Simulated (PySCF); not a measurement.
Structure problem from calculated spectra and properties.

Formula: C4H16BNOSi.

- 13C NMR: chemical shifts (computed TMS as zero) by class: 76.8 (1 C), -1.1 (3 C) ppm [GIAO CAM-B3LYP/pcSseg-1]
- XPS: Si2p3/2 107.1, B1s 193.6, C1s 290.4 (×3), C1s 293.7, N1s 407.2, O1s 538.3, Si1s 1847.0 eV [ΔSCF SCAN, pcX-2 on the ionised atom, pcseg-1 elsewhere, spin-free X2C, 2p3/2 from a spin–orbit splitting computed afterwards within the 2p shell]
- 1H NMR: chemical shifts (computed TMS as zero) by class: 4.17 (2 H), 2.78 (2 H), 1.84 (3 H), 0.12 (9 H) ppm [GIAO CAM-B3LYP/pcSseg-1]
- Rotational structure: rotational constants A, B, C: 2.737, 0.819, 0.811 GHz [PBE0-D3(BJ)/def2-SVP]
- UV, strongest line: among the 10 lowest singlet transitions: S3 at 7.37 eV (168 nm, f = 0.042) [TDDFT PBE0/def2-SVPD]
- Dipole: 6.01 D [PBE0/def2-SVPD]

Electronic properties: PySCF, gas phase, density fitting. Levels stand in brackets. Isolated species at its PBE0-D3(BJ)/def2-SVP geometry (one conformer only). NMR values are class means; diastereotopic atoms form classes of their own.

Task: Propose a structure and show how it fits.

Result: Numbering: `[BH3-:1][NH2+:2][CH2:3][O:4][Si:5]([CH3:6])([CH3:7])[CH3:8]`. 4 carbons fall into 2 classes; from least to most shielded: sp3 carbon bound to oxygen [C3] (76.8 ppm), Si-methyl carbon [C6/C7/C8] (-1.1 ppm, 3 C). Hydrogen classes from least to most shielded: 2 H on an sp3 carbon bound to oxygen, C3 (4.17 ppm), 2 H on a nitrogen bonded to B, C and 2 H, N2 (2.78 ppm), 3 H on a four-coordinate boron, B1 (1.84 ppm), 9 H on 3 Si-methyl carbons, C6/C7/C8 (0.12 ppm, a mean of values up to 0.5 ppm apart in this geometry). The core levels belong to: Si2p3/2 107.1 eV, oxygen-bound silicon [Si5]; B1s 193.6 eV, four-coordinate boron [B1]; C1s 290.4 eV, Si-methyl carbon [C6/C7/C8]; C1s 293.7 eV, sp3 carbon bound to oxygen [C3]; N1s 407.2 eV, nitrogen bonded to B, C and 2 H [N2]; O1s 538.3 eV, silyl ether oxygen [O4]; Si1s 1847.0 eV, oxygen-bound silicon [Si5]. One atom of each topological class was ionised and stands for its class. The optimised geometry has point group C1 and is an asymmetric top. Structure: `[BH3-][NH2+]CO[Si](C)(C)C`. The assignments are read from this structure; whether some other isomer fits the data as well wasn't checked.

Shape of the structure used: `[BH3-:1][NH2+:2][CH2:3][O:4][Si:5]([CH3:6])([CH3:7])[CH3:8]`: B1–N2–C3–O4 -179°, N2–C3–O4–Si5 107°, C3–O4–Si5–C6 64°.
